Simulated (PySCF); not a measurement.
Simulation results for CH$_{4}$GeSi

Calculation on a computer-drawn molecule: the log of a Hartree-Fock and frozen-core CCSD(T) single point meant for a local Hartree-Fock minimum, with one planted fault or none, to be diagnosed. Offsets are logged minus clean, where the clean run is the same molecule without the fault. The reference is restricted for singlets and unrestricted otherwise, and also for a bond in bohr or an excited solution. Adding or removing an electron swaps singlet and doublet. The excited solution moves the top pair (singlet) or top alpha electron (doublet) to the lowest empty orbital. Highest occupied and lowest empty are orbital energies over both spins, largest force is the largest gradient component, triples share is (T) over the correlation energy, the T1 limit is 0.02 restricted and 0.045 unrestricted, electrons count all cores, a negative frequency is imaginary (commonest isotopes), and the dipole is about the centre of nuclear charge; on germanium a core potential holds 10 electrons, which the energies leave out, and 3d is frozen in MP2 and coupled-cluster steps. Program: PySCF 2.14.0.

```xyz
7
formula=CH4GeSi meant_charge=0 meant_multiplicity=1 meant_basis=cc-pV(D+d)Z meant_basis_and_core_potential_on_germanium=cc-pVDZ-PP_ECP10MDF logged_electrons=56 logged_basis_functions=80 logged_SCF_converged=yes logged_spin_squared=2.3443 logged_highest_occupied=-6.9105 logged_lowest_empty=0.25633 logged_largest_force=0.047156 logged_T1_diagnostic=0.043897 logged_D1_diagnostic=0.18121 logged_triples_share=0.037922 logged_CC_converged=yes logged_dipole_magnitude=0.6787 logged_SCF_stable_within_its_kind=yes logged_energy_HF=-622.375 logged_energy_CCSD(T)=-622.72241 possible_faults=no_fault,one_electron_removed,one_electron_added,multiplicity_raised_by_two,geometry_at_a_saddle_point,SCF_held_on_an_excited_solution,minimal_basis_STO-3G,one_bond_length_entered_in_bohr,all_coordinates_scaled
Si    -1.3387    -1.4937     1.8953
C     -0.2590    -1.0607     0.4663
Ge    -0.7890    -1.2005    -1.2320
H     -2.5558    -1.9084     1.0736
H      0.7536    -0.6999     0.6294
H     -2.1710    -1.6878    -1.6278
H      0.0723    -0.8523    -2.4463
```

Units: logged_highest_occupied, logged_lowest_empty in eV; logged_largest_force in hartree/bohr; logged_dipole_magnitude in debye; logged_energy_HF, logged_energy_CCSD(T) in hartree.

Drawn bonds:
```tsv
atom	other atom	order
1	2	1
2	3	2
1	4	1
2	5	1
3	6	1
3	7	1
```

**Q.** CH$_{4}$GeSi: planted fault?
**A.** multiplicity raised by two

Further results for CH$_{4}$GeSi:

```
HF energy offset from clean run      : 16.41 kcal/mol
CCSD(T) energy offset from clean run : 32.87 kcal/mol
```
